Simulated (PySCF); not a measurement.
Species: C₄H₆BN.
Cartesian coordinates in Å at the BHandHLYP/def2-SVP level; atoms count from 1:
```xyz
12
C4H6BN angstrom
B      1.2075    0.7350   -0.0373
C     -0.1338    1.4363    0.0037
C     -1.2683    0.6753   -0.0001
C     -1.2213   -0.7453   -0.0410
C     -0.0241   -1.3852   -0.0781
N      1.1401   -0.6899   -0.0767
H      2.2905    1.2489   -0.0395
H     -0.2393    2.5167    0.0359
H     -2.2500    1.1437    0.0285
H     -2.1347   -1.3271   -0.0431
H      0.0442   -2.4675   -0.1099
H      1.9813   -1.2396   -0.1058
```

Computed with BHandHLYP/def2-SVP geometry optimisation, gas phase (PySCF).

Take the most abundant isotopes and a rigid rotor. 

Task: Give the principal moments of inertia and the rotational constants in MHz.

Result: Ia = 88.26, Ib = 93.64, Ic = 181.90 u·Å²; 505379 MHz·u·Å²/I gives A = 5726, B = 5397, C = 2778 MHz.

Task: What kind of rotor is it?

Result: An asymmetric top; Ray's κ = 0.777.

Task: Is it planar, by Δ = Ic − Ia − Ib?

Result: Planar: Δ = Ic − Ia − Ib = 0.00 u·Å². For a rigid frame Δ = −2 Σ m c², so it vanishes when all atoms lie in the ab plane; here none is more than 0.01 Å from it.

Task: Which types of transition are allowed, and where do some lines up to J = 4 fall?

Result: The dipole components are |μa| = 1.64 D, |μb| = 1.41 D, |μc| = 0.00 D; the mirror of this Cs structure is the ab plane, so μc vanishes by symmetry and there are no c-type lines. The squared components, which scale the intensities, stand as 1.00 : 0.74 (a : b). Some lines, for components of 0.1 D or more:

```tsv
type	branch	J(Ka,Kc)	MHz	lower level (cm⁻¹)
a	Q	4(4,0) ← 4(4,1)	1490	3.675
a	Q	2(2,0) ← 2(2,1)	2319	1.037
b	Q	2(2,0) ← 2(1,1)	3305	1.004
b	Q	3(3,0) ← 3(2,1)	3894	2.101
b	Q	4(4,0) ← 4(3,1)	4766	3.565
a	Q	3(2,1) ← 3(2,2)	7383	1.855
b	R	2(1,2) ← 1(0,1)	14061	0.273
a	R	2(1,1) ← 1(1,0)	18970	0.371
a	R	3(0,3) ← 2(0,2)	19464	0.741
b	R	3(1,3) ← 2(0,2)	19465	0.741
b	R	2(2,1) ← 1(1,0)	19956	0.371
b	R	4(0,4) ← 3(1,3)	25005	1.390
a	R	4(1,4) ← 3(1,3)	25005	1.390
a	R	4(0,4) ← 3(0,3)	25007	1.390
b	R	4(1,4) ← 3(0,3)	25007	1.390
a	R	3(2,1) ← 2(2,0)	29591	1.114
b	R	4(1,3) ← 3(2,2)	30495	1.855
b	R	4(2,2) ← 3(3,1)	34741	2.167
a	R	4(3,2) ← 3(3,1)	35163	2.167
a	R	4(2,2) ← 3(2,1)	36712	2.101
b	R	4(4,0) ← 3(3,1)	46694	2.167
```

Whether it is a minimum is left open (no frequencies). Zero-point vibration and centrifugal distortion are left out. Quadrupole hyperfine structure (11B, 14N) is left out.
